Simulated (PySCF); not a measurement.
An unknown is described by computed data only.

Formula: CH3Cl3Si.

| Quantity | Value |
| --- | --- |
| Triplet | lowest triplet excitation (Tamm–Dancoff): 7.58 eV [TDA CAM-B3LYP/def2-SVPD] |
| XPS | Si2p3/2 109.3, Cl2p3/2 206.5 (×3), C1s 291.0, Si1s 1849.4, Cl1s 2829.1 (×3) eV [ΔSCF SCAN, pcX-2 on the ionised atom, pcseg-1 elsewhere, spin-free X2C, 2p3/2 from a spin–orbit splitting computed afterwards within the 2p shell] |
| Rotational structure | rotational constants A, B, C: 1.755, 1.754, 1.323 GHz [GFN2-xTB] |
| UV, first state | lowest singlet excitation: 8.01 eV (155 nm, f = 0.000) [TDDFT CAM-B3LYP/def2-SVPD] |
| Dipole | 1.81 D [CAM-B3LYP/def2-SVPD] |
| Polarisability | 75.5 au [CAM-B3LYP/def2-SVPD] |

Gas-phase values; electronic properties from PySCF, density fitting. Levels stand in brackets. Geometry: GFN2-xTB; no solvent, vibrations or thermal averaging.

**Question.** Give a SMILES that accounts for the data.

**Answer.** Numbering: `[CH3:1][Si:2]([Cl:3])([Cl:4])[Cl:5]`. Its formula, CH3Cl3Si, gives 0 degrees of unsaturation, so no ring and no π bond. The core levels belong to: Si2p3/2 109.3 eV, chlorine-bound silicon [Si2]; Cl2p3/2 206.5 eV, silicon-bound chlorine [Cl3/Cl4/Cl5]; C1s 291.0 eV, Si-methyl carbon [C1]; Si1s 1849.4 eV, chlorine-bound silicon [Si2]; Cl1s 2829.1 eV, silicon-bound chlorine [Cl3/Cl4/Cl5]. The optimised geometry has point group C3v and is an oblate symmetric top (the spread among constants that symmetry makes equal is optimisation noise). Structure: MeSiCl3, `C[Si](Cl)(Cl)Cl`. The assignments are read from this structure; whether some other isomer fits the data as well wasn't checked.
